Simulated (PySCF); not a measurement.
Species: C4H14Si4.
Structure used (PBE0-D3(BJ)/def2-SVP), in Å, numbered top down from 1:
```xyz
22
C4H14Si4 angstrom
C      4.497    1.147   -0.034
C      3.433    0.166   -0.138
C      2.545   -0.666   -0.228
Si     1.145   -1.840   -0.312
Si    -0.723   -0.778    0.661
C     -0.238    0.949    1.252
Si    -2.456   -0.625   -0.913
Si    -4.336    0.373    0.069
H      4.557    1.762   -0.945
H      4.330    1.822    0.820
H      5.473    0.657    0.107
H      1.499   -3.100    0.413
H      0.876   -2.191   -1.742
H     -1.221   -1.600    1.813
H      0.570    0.882    1.997
H      0.131    1.547    0.405
H     -1.095    1.468    1.706
H     -1.998    0.217   -2.066
H     -2.821   -1.980   -1.439
H     -4.829   -0.480    1.196
H     -5.451    0.566   -0.909
H     -3.956    1.710    0.625
```

Level of theory: PySCF, PBE0-D3(BJ)/def2-SVP geometry optimisation, gas phase.

Take the most abundant isotopes and a rigid rotor. The values belong to one conformer with, in the numbering `[CH3:1][C:2]#[C:3][SiH2:4][Si@@H:5]([CH3:6])[SiH2:7][SiH3:8]`, C3–Si4–Si5–C6 0°, Si4–Si5–Si7–Si8 178°.

Q: What are A, B and C (MHz)?

A: Ia = 257.18, Ib = 1413.20, Ic = 1535.81 u·Å²; 505379 MHz·u·Å²/I gives A = 1965, B = 357.6, C = 329.1 MHz.

Q: What kind of rotor is it?

A: A near-prolate asymmetric top; Ray's κ = -0.965.

Q: What does the inertial defect say?

A: Not planar: Δ = Ic − Ia − Ib = -134.58 u·Å². For a rigid frame Δ = −2 Σ m c², so Σ m c² = 67.29 u·Å² lies off the ab plane: 21.29 from hydrogen and 45.99 from heavier atoms. The atom farthest from that plane is 2.16 Å away.

Q: Give the other two planar moments, Paa and Pbb, and the rms extents of the mass along the axes.

A: Paa = Σ m a² = (Ib + Ic − Ia)/2 = 1345.91 and Pbb = Σ m b² = (Ia + Ic − Ib)/2 = 189.90 u·Å². With the mass M = 174.02 u, the rms extents √(P/M) along a, b and c are 2.78, 1.04, 0.62 Å.

Q: List the rotational levels J(Ka,Kc) to J = 5 (MHz).

A: Above 0(0,0):
J = 1: 1(0,1) 687, 1(1,1) 2294, 1(1,0) 2323
J = 2: 2(0,2) 2060, 2(1,2) 3639, 2(1,1) 3725, 2(2,1) 8547, 2(2,0) 8547
J = 3: 3(0,3) 4118, 3(1,3) 5656, 3(1,2) 5827, 3(2,2) 10607, 3(2,1) 10609, 3(3,1) 18716, 3(3,0) 18716
J = 4: 4(0,4) 6861, 4(1,4) 8345, 4(1,3) 8630, 4(2,3) 13353, 4(2,2) 13359, 4(3,2) 21463, 4(3,1) 21463, 4(4,1) 32814, 4(4,0) 32814
J = 5: 5(0,5) 10287, 5(1,5) 11705, 5(1,4) 12133, 5(2,4) 16786, 5(2,3) 16799, 5(3,3) 24898, 5(3,2) 24898, 5(4,2) 36249, 5(4,1) 36249, 5(5,1) 50843, 5(5,0) 50843
Those of J = 1 are B + C, A + C and A + B.

Q: Which lines would a microwave search look for?

A: The dipole components are |μa| = 1.62 D, |μb| = 1.68 D, |μc| = 0.11 D. Intensities carry the squares of the components, which stand as 0.93 : 1.00 : 0.00 (a : b : c). Some lines, for components of 0.1 D or more:

```tsv
type	branch	J(Ka,Kc)	MHz	lower level (cm⁻¹)
b	R	3(0,3) ← 2(1,2)	479	0.121
b	R	4(0,4) ← 3(1,3)	1205	0.189
a	R	2(0,2) ← 1(0,1)	1373	0.023
c	Q	5(1,5) ← 5(0,5)	1418	0.343
b	Q	5(1,4) ← 5(0,5)	1846	0.343
b	R	5(0,5) ← 4(1,4)	1942	0.278
c	Q	5(2,4) ← 5(1,4)	4653	0.405
b	Q	4(2,2) ← 4(1,3)	4729	0.288
b	R	5(1,5) ← 4(0,4)	4844	0.229
b	Q	5(2,4) ← 5(1,5)	5081	0.390
c	R	2(2,1) ← 1(1,1)	6253	0.077
c	R	3(2,1) ← 2(1,1)	6884	0.124
b	R	3(2,1) ← 2(1,2)	6970	0.121
b	Q	4(3,1) ← 4(2,2)	8104	0.446
b	R	3(3,1) ← 2(2,0)	10168	0.285
c	Q	4(4,1) ← 4(3,1)	11351	0.716
b	R	5(3,3) ← 4(2,2)	11539	0.446
b	R	4(4,1) ← 3(3,0)	14099	0.624
c	R	4(4,0) ← 3(3,0)	14099	0.624
c	R	5(4,1) ← 4(3,1)	14786	0.716
c	R	5(5,0) ← 4(4,0)	18029	1.095
```

Q: Estimate the classical rotational partition function at 10 K, 100 K and 500 K.

A: Point group C1, symmetry number σ = 1; q = (√π/σ)·√((kT/h)³/(ABC)), k/h = 20836.6 MHz/K: 11100 at 10 K, 351000 at 100 K, 3920000 at 500 K.

PBE0-D3(BJ)/def2-SVP frequencies: not computed here. Constants of a rigid frame at the computed geometry: no zero-point averaging, no centrifugal distortion. A rigid rotor knows nothing of internal rotation, which can split or shift real lines.

Time: 4.9 min wall; peak memory 0.94 GiB. Hardware: an Arm Neoverse V1 with one thread (shared host). That covers the optimisation of the geometry.
